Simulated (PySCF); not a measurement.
**Er⁵²⁺: ionisation energy**

Er⁵²⁺ [Ne] 3s2 3p4 (3P) → Er⁵³⁺ [Ne] 3s2 3p3 (4S), as a difference of total energies. Computed with PySCF 2.14 in an uncontracted even-tempered set (17 s from 12 bohr⁻², ratio 2.5; 12 p from 15 bohr⁻², ratio 2.5; 4 d from 64 bohr⁻², ratio 2.7; 4 f from 97 bohr⁻², ratio 2.7), with the spin-free X2C one-electron Hamiltonian (Gaussian nucleus). Correlated levels: outer shells: 1s2 frozen; virtual orbitals above 40 to 60 times the deepest correlated orbital energy dropped. The calculations carry no spin-orbit coupling.

```
                method  ionisation energy (eV)
                   UHF                  4927.5
    MP2 (outer shells)                  4928.7
SCS-MP2 (outer shells)                  4928.7
   CCSD (outer shells)                  4928.7
CCSD(T) (outer shells)                  4928.7
```

Spin-orbit coupling is strong in these open shells (close to jj coupling). The scalar numbers leave it out and a first-order estimate fails, so it can dominate the gap to the real levels.

The ground level that NIST lists for one species does not belong to the high-spin term computed here, so part of any gap is the choice of state.

Breit and QED terms and the two-electron picture change are absent.

For comparison: 4866 ± 4 eV (theoretical estimate listed by NIST; NIST Atomic Spectra Database, ionization energies).
